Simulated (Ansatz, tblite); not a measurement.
Two members of one family ((ZnSe)n), computed with Ansatz in the gas phase. The two geometries come from different levels. Binding counts from free atoms in the multiplicity of their measured ground term, without zero-point energy. Singlets are spin-restricted. The structures are stationary points that may keep the symmetry of their start. Remarks come from the PBE and PBE0 runs and from stability tests at other levels; not every state was tested. HOMO above LUMO (over both spins in singlets and doublets, within one spin in higher multiplets; at PBE or PBE0), or a gap under 0.15 eV within one spin, warns that the state may not be the lowest or that an electron is smeared out.

First: Zn2Se2 (singlet, charge 0, B3LYP-D4/def2-SVP geometry).

```tsv
atom	x (Å)	y (Å)	z (Å)
Zn1	0.434	0.124	1.158
Zn2	-0.435	-0.127	-1.157
Se3	1.866	-0.444	-0.653
Se4	-1.866	0.447	0.652
```

| level | HOMO (eV) | LUMO (eV) | gap (eV) | binding per atom (eV) |
| --- | --- | --- | --- | --- |
| PBE-D4/def2-SVP | -5.04 | -3.55 | 1.50 | 1.89 |
| PBE-D4/def2-TZVP | -5.41 | -3.91 | 1.51 | 1.74 |
| r2SCAN-D4/def2-TZVP | -5.63 | -3.74 | 1.89 | 1.79 |
| PBE0-D4/def2-SVP | -6.09 | -2.84 | 3.26 | 1.82 |
| PBE0-D4/def2-TZVP | -6.39 | -3.16 | 3.23 | 1.72 |

The relaxed triplet lies at 1.44 eV (PBE-D4/def2-TZVP) to 1.92 eV (PBE-QIDH/def2-TZVP) from the singlet. The relaxed quintet lies at 3.64 eV (r2SCAN-D4/def2-TZVP) to 3.88 eV (PBE-QIDH/def2-TZVP) from the singlet. Remarks: gap within one spin near zero at PBE or PBE0 (quintet).

Second: Zn3Se3 (singlet, charge 0, PBE-D4/def2-SVP geometry).

```tsv
atom	x (Å)	y (Å)	z (Å)
Zn1	1.435	0.245	-0.767
Zn2	-1.286	0.968	-0.335
Zn3	-0.148	-1.214	1.102
Se4	0.238	1.951	-1.766
Se5	-2.303	-0.390	1.235
Se6	2.065	-1.560	0.532
```

**Question.** Estimate the same table for the second.

**Answer.** 
```json
{"level": "PBE-D4/def2-SVP", "HOMO (eV)": "-5.66", "LUMO (eV)": "-2.65", "gap (eV)": "3.01", "binding per atom (eV)": "2.31"}
{"level": "PBE-D4/def2-TZVP", "HOMO (eV)": "-5.95", "LUMO (eV)": "-3.10", "gap (eV)": "2.84", "binding per atom (eV)": "2.16"}
{"level": "r2SCAN-D4/def2-TZVP", "HOMO (eV)": "-6.21", "LUMO (eV)": "-2.91", "gap (eV)": "3.30", "binding per atom (eV)": "2.24"}
{"level": "PBE0-D4/def2-SVP", "HOMO (eV)": "-6.79", "LUMO (eV)": "-1.94", "gap (eV)": "4.86", "binding per atom (eV)": "2.26"}
{"level": "PBE0-D4/def2-TZVP", "HOMO (eV)": "-7.00", "LUMO (eV)": "-2.38", "gap (eV)": "4.62", "binding per atom (eV)": "2.16"}
```
